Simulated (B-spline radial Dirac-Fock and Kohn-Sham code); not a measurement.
## Binding energies of La⁶⁺ at several levels of theory

System: lanthanum as La⁶⁺, [Kr] 4d10 5s2 5p3.

The density-functional columns are spherical, spin-unpolarised Dirac-Kohn-Sham results without Breit or QED terms: −ε is minus the orbital energy of the initial state and ΔSCF the difference of two total energies. The reference in the last column comes from Dirac-Fock energy differences between relaxed states, corrected for Breit and QED terms. All numbers are from a B-spline atomic structure program, in eV; a selection of levels is shown. The Kohn-Sham columns are given as differences from the reference. For the 1s level of heavy atoms much of the gap between ΔSCF and the reference is the Breit and QED part, -147.4 eV here; for other levels the error of the functional can be larger.

| level | PBE −ε − DF | PBE ΔSCF − DF | LDA −ε − DF | LDA ΔSCF − DF | Dirac-Fock |
| --- | --- | --- | --- | --- | --- |
| K (1s) | -224.3 | +176.7 | -264.5 | +135.3 | 39011.5 |
| L1 (2s) | -127.9 | -52.1 | -133.0 | -57.0 | 6359.6 |
| L2 (2p1/2) | -97.7 | -3.7 | -99.7 | -5.5 | 5979.2 |
| L3 (2p3/2) | -103.0 | -16.0 | -104.4 | -17.3 | 5571.3 |
| M1 (3s) | -67.2 | -39.2 | -68.6 | -40.6 | 1455.3 |
| M2 (3p1/2) | -54.6 | -25.6 | -55.1 | -26.0 | 1295.0 |
| M3 (3p3/2) | -54.2 | -26.3 | -54.5 | -26.5 | 1214.0 |
| M4 (3d3/2) | -35.7 | -4.6 | -35.4 | -4.2 | 936.8 |
| M5 (3d5/2) | -36.2 | -5.4 | -35.9 | -5.1 | 920.0 |
| N1 (4s) | -31.7 | -17.6 | -32.2 | -18.2 | 367.0 |
| N3 (4p3/2) | -24.8 | -11.4 | -25.1 | -11.7 | 288.4 |
| N4 (4d3/2) | -12.2 | +0.4 | -12.1 | +0.5 | 186.5 |
| N5 (4d5/2) | -12.3 | +0.3 | -12.2 | +0.4 | 183.5 |
| O1 (5s) | -6.7 | +0.8 | -6.3 | +1.2 | 108.4 |
| O2,3 (5p) | -5.7 | +1.1 | -5.3 | +1.5 | 88.79 |

Values without a named source are computed, but for edge energies of neutral atoms, which are taken from tables.
